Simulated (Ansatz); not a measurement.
Geometry optimisation, RHF/6-31G* in Ansatz 0.2.0.

The input (input.yaml):

```yaml
crystal:
  periodic: [false, false, false]
  atoms:
    - { symbol: C, position_ang: [-2.1046, -1.1553, -0.3773] }
    - { symbol: Si, position_ang: [-1.0712, -0.9416, 1.0946] }
    - { symbol: Si, position_ang: [1.1092, -0.9216, 0.4444] }
    - { symbol: Cl, position_ang: [1.6246, -2.5625, -0.699] }
    - { symbol: Si, position_ang: [1.4545, 1.0084, -0.7666] }
    - { symbol: "N", position_ang: [1.4014, 2.4792, 0.1443] }
    - { symbol: H, position_ang: [-1.9934, -0.2738, -1.0808] }
    - { symbol: H, position_ang: [-3.1697, -1.1133, -0.1054] }
    - { symbol: H, position_ang: [-1.9405, -2.0195, -0.8917] }
    - { symbol: H, position_ang: [-1.4031, 0.3221, 1.8355] }
    - { symbol: H, position_ang: [-1.3374, -2.0663, 2.0516] }
    - { symbol: H, position_ang: [2.0678, -0.9871, 1.6578] }
    - { symbol: H, position_ang: [2.7229, 1.0514, -1.4346] }
    - { symbol: H, position_ang: [0.381, 1.1866, -1.7662] }
    - { symbol: H, position_ang: [0.4371, 2.7192, 0.337] }
    - { symbol: H, position_ang: [1.7983, 3.2514, -0.3993] }
basis:
  gaussian: { orbitals: "6-31G*" }
hamiltonian:
  xc: hf
relax:
  f_tol: 0.02
  max_steps: 50
```

Command:

```bash
$ ansatz run input.yaml --threads 2 --pin off --max-ram 3072MiB --backend cpu --events-out ev --progress --plain --runs-dir out
```

Task: Where does it end, and by what steps?

Result: The forces met the threshold. The force dipped under the threshold on the way, but the program's further checks kept it going. After 13 steps the energy has fallen by 0.666 eV; H14 moved furthest, 0.69 Å.

| step | energy less start (eV) | largest force component (eV/Å) | accepted |
| --- | --- | --- | --- |
| 0 | 0.0000 | 3.882 | yes |
| 1 | -0.5218 | 0.881 | yes |
| 2 | -0.5985 | 0.538 | yes |
| 3 | -0.6238 | 0.369 | yes |
| 4 | -0.6436 | 0.169 | yes |
| 5 | -0.6550 | 0.228 | yes |
| 6 | -0.6605 | 0.045 | yes |
| 7 | -0.6624 | 0.071 | yes |
| 8 | -0.6634 | 0.063 | yes |
| 9 | -0.6644 | 0.156 | yes |
| 10 | -0.6643 | 0.120 | no |
| 11 | -0.6652 | 0.059 | yes |
| 12 | -0.6655 | 0.005 | yes |
| 13 | -0.6656 | 0.009 | yes |

```xyz
16
Properties=species:S:1:pos:R:3
C -2.316 -1.175 -0.306
Si -1.104 -0.946 1.130
Si 1.128 -0.815 0.376
Cl 1.497 -2.504 -0.825
Si 1.642 1.094 -0.903
N 1.292 2.495 0.054
H -2.264 -0.346 -1.007
H -3.337 -1.237 0.058
H -2.101 -2.086 -0.855
H -1.406 0.316 1.849
H -1.230 -2.057 2.096
H 2.056 -0.920 1.520
H 3.082 1.128 -1.218
H 0.903 1.010 -2.185
H 0.374 2.667 0.405
H 1.760 3.355 -0.144
```

Whether the end is a true minimum wasn't checked by a vibrational analysis.

The run took 43 s on 2 threads of Intel(R) Xeon(R) 6975P-C (Granite Rapids) (shared host), peak memory 0.35 GiB.
